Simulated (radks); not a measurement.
Species: Pt-. Configuration: [Xe] 4f14 5d9 6s2. All-electron calculation, scalar-relativistic Kohn-Sham, LDA (Slater exchange, Perdew-Wang correlation), spin-polarised, spherical densities, finite nucleus; open shells are filled with parallel spins first (spin-orbit coupling, left out, can overturn this in heavy ions); Fermi nuclear charge, rms radius 5.427 fm; hard spherical wall at 8 bohr. Program: a radial shooting solver on a logarithmic mesh with Libxc functionals. Some entries of the table are withheld. Estimate them.

orbital  occ.  eigenvalue (eV)  <r> (bohr)
1s up       1        -78325.82     0.01716
1s down     1        -78325.82     0.01716
2s up       1        -13756.28     0.07241
2s down     1        -13756.22     0.07241
2p up       3        -11930.01     0.06525
2p down     3        -11929.96     0.06525
3s up       1        -3225.361      0.1873
3s down     1        -3225.330      0.1873
3p up       3        -2693.256      0.1883
3p down     3        -2693.224      0.1883
3d up       5        -2113.981      0.1705
3d down     5        -2113.935      0.1705
4s up       1        -686.6499      0.4154
4s down     1        -686.5863      0.4154
4p up       3        -511.9994      0.4422
4p down     3        -511.9354      0.4422
4d up       5        -299.5081      0.4685
4d down     5        -299.4323      0.4684
5s up       1         -94.9716      0.9515
5s down     1         -94.5516      0.9506
4f up       7         -63.2404      0.5163
4f down     7         -63.1313      0.5159
5p up       3         -49.1220       1.103
5p down     3         -48.6189       1.102
6s up       1           0.6410       3.079
5d up       5           0.7582       1.744
6s down     1           0.8640       3.122
5d down     4           1.2583       1.767
6p up       0              (1)       4.199
6p down     0              (2)       4.233
7s up       0           8.7980       4.870
7s down     0           8.8928       4.852
5f up       0          12.2639         (3)
5f down     0          12.2728         (4)

Answer. 
(1) 6p up eigenvalue (eV): 5.1302
(2) 6p down eigenvalue (eV): 5.2079
(3) 5f up <r> (bohr): 5.309
(4) 5f down <r> (bohr): 5.317
